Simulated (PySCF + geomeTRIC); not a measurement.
A geometry relaxed with PySCF + geomeTRIC with B3LYP-D3(BJ)/def2-TZVP, charge 0, multiplicity 1:

```xyz
7

H      2.6635    -0.0182     0.1399
O     -1.5319    -0.9866    -0.0896
Ga     0.0077    -0.0750     0.0044
H     -1.5049     2.0750    -0.0279
S     -0.1619     2.1203     0.0409
H     -1.4310    -1.9436    -0.1078
S      1.9392    -1.1489     0.0775
```

Problem. Write the SMILES of this molecule.

Solution. `[OH][Ga]([SH])[SH]`
